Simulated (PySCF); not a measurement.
H₂OSi, neutral, multiplicity 1. Atoms are numbered in the order given.

```xyz
4

Si     0.1007     0.6300     0.0000
H     -1.4326     0.8430     0.0000
O      0.0962    -1.0225     0.0000
H     -0.7461    -1.4832     0.0000
```
Charge 0, spin multiplicity 1.

Geometry optimised at PBE0-D3(BJ)/def2-TZVP.

These are M06-2X/def2-TZVPD run with PySCF values and carry that method's errors.

Symmetry labels are those of the subgroup Cs that the program uses (full group Cs).

Problem. List the valence orbital energies around the gap with their symmetry. (Estimate from the structure and the level; the computed values follow.)

Solution. 
```json
[
 {"orbital": "HOMO−7", "symmetry": "A'", "energy (eV)": "-105.51"},
 {"orbital": "HOMO−6", "symmetry": "A'", "energy (eV)": "-105.45"},
 {"orbital": "HOMO−5", "symmetry": "A'", "energy (eV)": "-31.04"},
 {"orbital": "HOMO−4", "symmetry": "A'", "energy (eV)": "-17.45"},
 {"orbital": "HOMO−3", "symmetry": "A'", "energy (eV)": "-14.36"},
 {"orbital": "HOMO−2", "symmetry": "A\"", "energy (eV)": "-12.07"},
 {"orbital": "HOMO−1", "symmetry": "A'", "energy (eV)": "-11.48"},
 {"orbital": "HOMO", "symmetry": "A'", "energy (eV)": "-7.68"},
 {"orbital": "LUMO", "symmetry": "A\"", "energy (eV)": "-1.22"},
 {"orbital": "LUMO+1", "symmetry": "A'", "energy (eV)": "0.09"},
 {"orbital": "LUMO+2", "symmetry": "A'", "energy (eV)": "0.97"},
 {"orbital": "LUMO+3", "symmetry": "A'", "energy (eV)": "1.60"}
]
```
